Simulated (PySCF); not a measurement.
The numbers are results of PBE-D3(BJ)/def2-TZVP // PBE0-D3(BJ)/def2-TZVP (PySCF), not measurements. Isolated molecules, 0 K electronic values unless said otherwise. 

Reference species (SMILES): `FBF` (neutral, multiplicity 1).

```
Property          Value
-------------  --------
LUMO           -1.36 eV
HOMO–LUMO gap   7.74 eV
```

Changed species: `B` (whole molecule; the reference has whole molecule).

Task: Predict the effect on the LUMO and HOMO–LUMO gap.

Result: the LUMO drops by 1.69 eV, to -3.05 eV; the HOMO–LUMO gap decreases by 2.32 eV, to 5.42 eV.
